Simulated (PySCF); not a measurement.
**Stationary points of NbO₂**

All numbers come from PySCF, B3LYP, basis Nb def2-TZVP with ECP28, O def2-TZVP (scalar-relativistic core potentials, no spin–orbit coupling, density fitting).

Relaxations began from a few typed shapes; open shells are unrestricted. The search is not exhaustive: other isomers or separated fragments can lie lower, and high-lying points may rest on an excited occupation.

(1) Order these stationary points by electronic energy, lowest first, in kJ/mol from the lowest minimum.
A. doublet C2v: Nb–O 1.713 Å (×2); O–Nb–O 105.2°
B. doublet D∞h: Nb–O 1.803 Å (×2); O–Nb–O 180.0°

(2) Which of them are minima?

Results:

(1) A (0.0), B (226.5).

(2) By energy in kJ/mol, 0.0: minimum; 226.5: saddle point, 2 imaginary modes.

Formally Nb is in oxidation state +4, d1, with 1 unpaired electron. The Mulliken spin on Nb is 1.09. The polar-tensor charge on Nb, 1.59, is far below the formal one.

For the lowest minimum: other spin states or occupations of the open shell can lie lower.

The electron or spin density has lower symmetry than the nuclear frame for the doublet D∞h at 226.5 kJ/mol.
